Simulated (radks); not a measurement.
All-electron atom: the rhenium ion Re58+ in [Ne] 3s2 3p5.

All-electron calculation, scalar-relativistic Kohn-Sham, PBEsol, spin-polarised, spherical densities, finite nucleus; open shells are filled with parallel spins first (spin-orbit coupling, left out, can overturn this in heavy ions); Fermi nuclear charge, rms radius 5.3698 fm. Program: a radial shooting solver on a logarithmic mesh with Libxc functionals.

Energy parts (eV):
part                      energy
total                 -356583.73
kinetic                402685.85
electron-nucleus      -792786.09
Hartree                 38126.65
exchange-correlation    -4610.13

Orbitals (lengths in bohr, moments of r in powers of bohr; r(90%) holds 90 % of the orbital's charge):
| orbital | occ. | eigenvalue (eV) | <r^4> | r(90%) | <r> | <1/r> |
|---|---|---|---|---|---|---|
| 1s up | 1 | -76019.01 | 5.458e-07 | 0.0329 | 0.01804 | 88.70 |
| 1s down | 1 | -76015.20 | 5.458e-07 | 0.0329 | 0.01804 | 88.70 |
| 2s up | 1 | -16690.04 | 0.00007782 | 0.117 | 0.07554 | 20.96 |
| 2s down | 1 | -16687.31 | 0.00007776 | 0.117 | 0.07553 | 20.96 |
| 2p up | 3 | -15140.37 | 0.00006057 | 0.110 | 0.06757 | 18.91 |
| 2p down | 3 | -15136.58 | 0.00006053 | 0.110 | 0.06757 | 18.91 |
| 3s up | 1 | -6565.925 | 0.002176 | 0.267 | 0.1839 | 8.388 |
| 3s down | 1 | -6556.448 | 0.002179 | 0.267 | 0.1839 | 8.384 |
| 3p up | 3 | -6106.976 | 0.002176 | 0.268 | 0.1811 | 7.787 |
| 3p down | 2 | -6097.435 | 0.002180 | 0.268 | 0.1812 | 7.785 |

The highest occupied level is 3p down at -6097.4 eV. Spin moment in Bohr magnetons: 1. The density falls to 0.001 e/bohr^3 at r = 0.57 bohr. Summed over all electrons, <r^2> = 0.3144 bohr^2, which gives a Langevin (diamagnetic) susceptibility term of -0.249 x 10^-6 cm^3/mol.
